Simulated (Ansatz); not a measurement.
Compare A (`BO[SiH2]S`) with its isomer B (`OBS[SiH3]`).

Calculated with Ansatz (gas phase, PBE0-D4/def2-TZVP geometries, no zero-point term in ΔE). CCSD(T)/CBS is the MP2 limit (def2-TZVPP, def2-QZVPP) plus CCSD(T) − MP2 in def2-TZVPP, frozen cores. Functionals use def2-TZVPP. B3LYP here is the variant with VWN-RPA as its local correlation; programs differ in this. One conformer a species, not always the lowest.

A:

Z-matrix (Å, degrees):
```
Si
O 1 1.655
S 1 2.122 2 112.0
H 1 1.478 2 105.8 3 120.8
H 1 1.481 2 110.3 3 -117.0
B 2 1.349 1 131.3 3 98.3
H 3 1.344 1 94.4 2 70.8
H 6 1.203 2 120.0 1 2.8
H 6 1.198 2 118.0 1 -177.7
```

B:

```xyz
9

O     1.2862   -0.2077   -1.4391
B     1.3859    0.8160   -0.5721
S     0.2587    1.2089    0.8099
Si   -1.1758   -0.3743    0.8125
H     0.5134   -0.7701   -1.3128
H     2.2977    1.5755   -0.6982
H    -0.8785   -1.3626    1.8772
H    -1.1636   -1.0884   -0.4984
H    -2.5240    0.2026    1.0211
```

(1) Which isomer does CCSD(T)/CBS put lower? Give the gap. (Best estimate.)

(2) Give E(B) − E(A) in kcal/mol with PBE-D4, CCSD/def2-TZVPP, PBE0-D4, B3LYP, HF/def2-TZVPP, r2SCAN-D4, CCSD(T)/def2-TZVPP. (Estimate.)

(3) Does the order hold for the free energy at 298.15 K (harmonic terms from PBE0-D4)? (Estimate.)

Largest T1 diagnostic: 0.014.

Results:

(1) Computed: A, by 5.3 kcal/mol.

(2) Computed: PBE-D4 0.0, CCSD/def2-TZVPP 6.4, PBE0-D4 1.8, B3LYP 5.7, HF/def2-TZVPP 11.3, r2SCAN-D4 2.9, CCSD(T)/def2-TZVPP 5.1. None reverses the order clearly.

(3) Computed: Yes: G(B) − G(A) = +7.0 kcal/mol, for one conformer each. Modes under 60 cm⁻¹, often nearly free rotors, make the harmonic entropy too high.

From BLYP to BHLYP (50 % exact exchange), in def2-TZVPP and without D4, E(B) − E(A) moves by +3.1 kcal/mol. At CCSD(T), def2-SVP lies −4.2 kcal/mol from the extrapolated value and def2-TZVPP −0.2 kcal/mol.
